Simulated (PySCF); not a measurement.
# LaH3(H2O) at several levels of theory

Computed with PySCF 2.14.0 (density fitting, no spin-orbit coupling) at the geometry relaxed with PBE0:

```xyz
7
LaH3(H2O) (singlet)
La    0.0482   -0.3060   -0.0222
H     0.3686    1.8609    0.2940
H    -0.9184   -1.3864    1.5342
H     1.5310   -1.3671   -1.1269
O    -1.3447    1.3303   -1.2797
H    -0.7391    1.9266   -0.7119
H    -1.4295    1.7468   -2.1448
```

| level | basis | state | HOMO (eV) | gap (eV) | charge on La1 (e) | population of f-type functions on La1 (polarisation alone where 4f lies in the core) | dipole about the centre of mass (D) | largest force component (eV/Å) |
| --- | --- | --- | --- | --- | --- | --- | --- | --- |
| PBE0 | La lcecp-1-SVP with ECP46, H def2-SVP, O def2-SVP | singlet | -6.40 | 5.01 | 0.80 | 0.04 | 3.79 | 0.01 |
| HF | the same | singlet | -9.25 | 10.22 | 1.21 | 0.04 | 4.16 | 1.31 |
| PBE0 | La lcecp-1-TZVP with ECP46, H def2-TZVP, O def2-TZVP | singlet | -6.43 | 5.02 | 0.97 | 0.06 | 3.66 | 0.22 |

In the lcecp rows the 4f levels are missing from HOMO and gap, and the state counts the valence alone.

Charges are Mulliken's, which hang on the basis. The relaxation used the grid (50, 194), these runs (75, 302) or, all-electron (x2c bases, spin-free X2C Hamiltonian), (99, 590).

Question: What does CAM-B3LYP with La lcecp-1-SVP with ECP46, H def2-SVP, O def2-SVP give here?

Answer: state singlet, HOMO (eV) -7.76, gap (eV) 7.17, charge on La1 (e) 0.80, population of f-type functions on La1 (polarisation alone where 4f lies in the core) 0.04, dipole about the centre of mass (D) 3.96, largest force component (eV/Å) 0.11. Time: 3.1 s on 2 threads of Arm Neoverse V2, with other jobs on the host, from an already converged density.

In the first row's basis the gap widens with exact exchange: 5.0 eV for PBE0 (a fixed share); 7.2 to 10.2 eV for CAM-B3LYP, Hartree–Fock (rising or full at long range).
